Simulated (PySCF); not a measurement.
Sn: excitation energy

Sn [Kr] 4d10 5s2 5p2 (3P) → Sn [Kr] 4d10 5s1 5p2 6s1 (5P), as a difference of total energies. Computed with PySCF 2.14 in aug-cc-pVTZ-DK3 (8s7p5d2f, 68 functions), with the spin-free X2C one-electron Hamiltonian (Gaussian nucleus). Correlated levels: valence: [Kr] 4d10 frozen. The calculations carry no spin-orbit coupling.

| method | excitation energy (cm⁻¹) |
| --- | --- |
| UHF | 66470 |
| LDA | 84267 |
| PBE | 81731 |
| PBE0 | 79725 |
| r2SCAN | 79591 |
| wB97X-V | 81561 |
| BP86 | 82509 |
| wB97M-V | 80228 |
| r2SCANh | 79133 |
| MP2 (valence) | 73122 |
| SCS-MP2 (valence) | 75487 |

The upper state lies above the first ionisation limit, but in LS coupling its spin forbids autoionisation to the ground ion; at this Z spin-orbit coupling breaks that rule. A Rydberg-like electron needs more diffuse functions than a valence basis has.

The promoted electron is Rydberg-like, and one or two diffuse shells describe it only roughly, which tends to raise the upper state.
